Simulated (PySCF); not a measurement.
**Question.** Give a PBE0-D3(BJ)/def2-SVP geometry of `B1NBN(C2CCC2)BN1`.

**Answer.** 
```xyz
22
C4H12B3N3 angstrom
B      3.2157    0.0080    0.1255
N      2.7901   -0.8556   -0.9238
B      1.4149   -1.1224   -1.1899
N      0.4116   -0.5057   -0.3756
C     -0.9885   -0.7704   -0.6445
C     -1.9223   -1.2774    0.4716
C     -3.0525   -0.4519   -0.1741
C     -1.9743    0.3894   -0.8845
B      0.8015    0.3694    0.6906
N      2.1896    0.6044    0.9152
H      4.3863    0.2255    0.3361
H      3.4867   -1.2982   -1.5081
H      1.0940   -1.8615   -2.0933
H     -1.0395   -1.4659   -1.4959
H     -1.6298   -0.8586    1.4460
H     -2.0498   -2.3656    0.5768
H     -3.6422   -1.0495   -0.8860
H     -3.7472    0.0728    0.4972
H     -2.1454    0.7107   -1.9233
H     -1.6959    1.2678   -0.2830
H     -0.0219    0.9063    1.3945
H      2.4532    1.2231    1.6702
```

Orientation and origin are arbitrary. Atoms count from 1 in this order. The 4-membered ring C5–C6–C7–C8 has internal angles of 88.0° to 88.4°; it is puckered, 0.14 Å rms from its mean plane, widest ring torsion 20°. B3 (three-coordinate boron) is planar (angles 120.6°, 120.1° and 119.3°, sum 360.0°, 0.00 Å off the plane of its three neighbours). All 4 C–C bonds measure 1.541 Å. B1 (three-coordinate boron) is planar (angles 121.8°, 121.7° and 116.5°, sum 360.0°, 0.00 Å off the plane of its three neighbours).

Bonds between heavy atoms (Å): B1–N2 1.424, N2–B3 1.426, B3–N4 1.432, N4–C5 1.450, C5–C6 1.541, C6–C7 1.541, C7–C8 1.541, N4–B9 1.433, B9–N10 1.426, B1–N10 1.426, C5–C8 1.541.

Computed, not measured: PySCF 2.14.0, PBE0-D3(BJ)/def2-SVP geometry optimisation, gas phase.

Point group: Cs (tolerance 0.08 Å). Not checked by PBE0-D3(BJ)/def2-SVP frequencies. One conformer, not necessarily the lowest (B3–N4–C5–C6 126°, N10–B1–N2–B3 0°, B1–N2–B3–N4 0°, N2–B3–N4–C5 180°, N4–C5–C6–C7 145°).
